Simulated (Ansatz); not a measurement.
A CCSD(T) single point on C2H8BNSi, SMILES `N[SiH]1BCC1`.

```yaml
crystal:
  periodic: [false, false, false]
  atoms:
    - {symbol: N, position_ang: [-1.973377, 1.279525, 0.536465]}
    - {symbol: Si, position_ang: [-0.819186, 0.251443, -0.202995]}
    - {symbol: B, position_ang: [-0.043880, -1.476784, 0.473806]}
    - {symbol: C, position_ang: [1.285293, -1.013491, -0.240678]}
    - {symbol: C, position_ang: [1.071693, 0.526217, -0.224928]}
    - {symbol: H, position_ang: [-1.968219, 1.480608, 1.521495]}
    - {symbol: H, position_ang: [-2.480760, 1.971823, 0.012564]}
    - {symbol: H, position_ang: [-1.262324, 0.094043, -1.620641]}
    - {symbol: H, position_ang: [-0.222350, -2.418141, 1.187182]}
    - {symbol: H, position_ang: [1.231525, -1.387488, -1.275697]}
    - {symbol: H, position_ang: [2.240727, -1.371324, 0.155877]}
    - {symbol: H, position_ang: [1.544927, 1.086376, -1.033217]}
    - {symbol: H, position_ang: [1.416329, 0.942595, 0.725569]}
basis:
  gaussian: {orbitals: def2-TZVPP}
correlation: {method: ccsd_t}
output: {orbitals: {seedname: orbitals}}
```

```sh
$ ansatz run in.yaml --threads 4 --pin off --events-out ev --progress --plain --max-ram 10444MiB
```

Log, shortened:

```
Functional definition: HF
1610 factors; integrals over basis functions are off by at most 9.9e-4 eV
mean field evaluation 1: about -12199.2807 eV, gradient 4.5e1 eV
mean field evaluation 2: about -12199.5223 eV, gradient 4.5e1 eV
mean field evaluation 4: about -12204.5182 eV, gradient 4.1e0 eV
mean field evaluation 8: about -12204.5974 eV, gradient 2.6e-1 eV
mean field -12204.59778639 eV, -448.5106960764 hartree, gradient 2.4e-6 eV, S^2 0.000000; 0 other end points of the search recorded, 0 dependent functions left out
9 core orbitals not correlated: weight in the atoms' cores, before any rotation towards them, 1.000 or more for the frozen orbitals, at most 0.000 for the correlated occupied ones
reference -12204.59778639 eV, -448.5106960764 hartree; 14, 14 occupied and 255, 255 virtual orbitals, 1610 factors
second order -21.03360048 eV of doubles, -0.00000000 eV of singles
cycle   1  -21.82632111 eV  change   -7.9e-1 eV  update   9.5e-2
cycle   2  -22.36468841 eV  change   -5.4e-1 eV  update   2.8e-2
cycle   3  -22.44857341 eV  change   -8.4e-2 eV  update   1.3e-2
cycle   4  -22.44075193 eV  change    7.8e-3 eV  update   3.7e-3
cycle   5  -22.44052011 eV  change    2.3e-4 eV  update   2.0e-3
cycle   6  -22.44051332 eV  change    6.8e-6 eV  update   7.9e-4
cycle   7  -22.44024339 eV  change    2.7e-4 eV  update   3.5e-4
cycle   8  -22.44028647 eV  change   -4.3e-5 eV  update   1.6e-4
cycle   9  -22.44033945 eV  change   -5.3e-5 eV  update   6.5e-5
cycle  10  -22.44031056 eV  change    2.9e-5 eV  update   2.7e-5
perturbative correction -0.91891064 eV, -0.0337693431 hartree
Total energy: -12227.95700759 eV, -449.3691316221 hartree
```

Hardware: 4 threads of an Arm Neoverse V2 on a shared host. Wall time 2.5 min, peak host memory 7.8 GiB.

The correlation energy is -23.359 eV, 3.9 % of it from (T); the T1 diagnostic reads 0.0114.
